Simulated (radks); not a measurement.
Values are calculated unless marked as measured or tabulated.
Question: Dy+, 65 electrons, occupied as [Xe] 4f10 7d1 (not the ground configuration). Code: a radial shooting solver on a logarithmic mesh with Libxc functionals. Model: Dirac Kohn-Sham, LDA (Slater exchange, Perdew-Wang correlation), spin-unpolarised, spherical densities, finite nucleus; open shells fill j = l - 1/2 first; Fermi nuclear charge, rms radius 5.2218 fm.

Spin-orbit splittings of the eigenvalues, e(l+1/2) - e(l-1/2), with zeta = 2 splitting/(2l+1) and mean radii in bohr:

| shell | occ. | splitting (eV) | zeta (eV) | <r> j=l-1/2 | <r> j=l+1/2 |
|---|---|---|---|---|---|
| 2p | 6 | 799.3 | 532.9 | 0.07440 | 0.08146 |
| 3p | 6 | 165.9 | 110.6 | 0.2239 | 0.2373 |
| 3d | 10 | 36.27 | 14.51 | 0.2097 | 0.2139 |
| 4p | 6 | 37.25 | 24.83 | 0.5406 | 0.5715 |
| 4d | 10 | ? | ? | 0.6040 | 0.6151 |
| 4f | 10 | 0.8810 | 0.2517 | 0.8592 | 0.8776 |
| 5p | 6 | 4.775 | 3.183 | 1.465 | 1.569 |
| 7d | 1 | 0.02008 | 0.008032 | 13.25 | 13.29 |

Estimate the 4d splitting.

Answer: 6.742 eV (zeta = 2.697 eV).
